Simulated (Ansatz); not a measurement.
Input (CCSDT(Q)/cc-pVDZ; Ansatz, a quantum-chemistry and plane-wave program):

Ansatz 0.2 input:
```yaml
crystal:
  periodic: [false, false, false]
  atoms:
    - {symbol: C, position_ang: [-1.52898140, 0.28395697, -0.12508139]}
    - {symbol: C, position_ang: [-0.29755424, -0.55255937, -0.45372486]}
    - {symbol: N, position_ang: [0.87491221, -0.03012743, 0.16507582]}
    - {symbol: C, position_ang: [1.81617265, 0.41968872, 0.68333094]}
    - {symbol: H, position_ang: [-1.40208934, 1.30883811, -0.47290718]}
    - {symbol: H, position_ang: [-1.70519531, 0.30357724, 0.95010670]}
    - {symbol: H, position_ang: [-2.40413276, -0.14490062, -0.61444932]}
    - {symbol: H, position_ang: [-0.42628060, -1.58198720, -0.11434102]}
    - {symbol: H, position_ang: [-0.12450949, -0.58115343, -1.53108804]}
basis:
  gaussian:
    orbitals: cc-pVDZ
magnetization: {spin_polarized: false}
correlation: {method: ccsdt_q, electrons: outside_noble_gas}
```

Output:

```
Functional definition: HF
integrals: 0.10 GiB planned
1566 factors; integrals over basis functions are off by at most 1.6e-7 eV
mean field: 0.29 GiB planned
mean field evaluation 1: about -4649.8839 eV, gradient 2.4e1 eV
mean field evaluation 2: about -4649.8865 eV, gradient 2.4e1 eV
mean field evaluation 4: about -4651.6368 eV, gradient 4.1e0 eV
mean field evaluation 8: about -4651.6786 eV, gradient 1.9e-4 eV
mean field evaluation 16: about -4651.6762 eV, gradient 2.4e-1 eV
mean field -4651.67859946 eV, -170.9460355092 hartree, gradient 1.7e-6 eV, S^2 0.000000; 0 other end points of the search recorded, 0 dependent functions left out
4 core orbitals not correlated
reference -4651.67859946 eV, -170.9460355092 hartree; 11, 11 occupied and 66, 66 virtual orbitals, 1566 factors
second order -15.05947696 eV of doubles, -0.00000000 eV of singles
coupled cluster: 2.84 GiB planned
cycle   1  -15.55337129 eV  change   -4.9e-1 eV  update   1.2e-1
cycle   2  -16.31018817 eV  change   -7.6e-1 eV  update   5.5e-2
cycle   3  -16.76019938 eV  change   -4.5e-1 eV  update   2.3e-2
cycle   4  -16.72833233 eV  change    3.2e-2 eV  update   6.6e-3
cycle   5  -16.72007250 eV  change    8.3e-3 eV  update   3.0e-3
cycle   6  -16.72368179 eV  change   -3.6e-3 eV  update   9.5e-4
cycle   7  -16.72513177 eV  change   -1.4e-3 eV  update   4.5e-4
cycle   8  -16.72479417 eV  change    3.4e-4 eV  update   1.6e-4
cycle   9  -16.72466994 eV  change    1.2e-4 eV  update   6.1e-5
cycle  10  -16.72472770 eV  change   -5.8e-5 eV  update   2.0e-5
cycle  11  -16.72468188 eV  change    4.6e-5 eV  update   9.2e-6
cycle  12  -16.72468757 eV  change   -5.7e-6 eV  update   3.7e-6
cycle  13  -16.72468896 eV  change   -1.4e-6 eV  update   1.5e-6
perturbative correction -0.04263666 eV, -0.0015668685 hartree
Total energy: -4668.44592509 eV, -171.5622233606 hartree
```
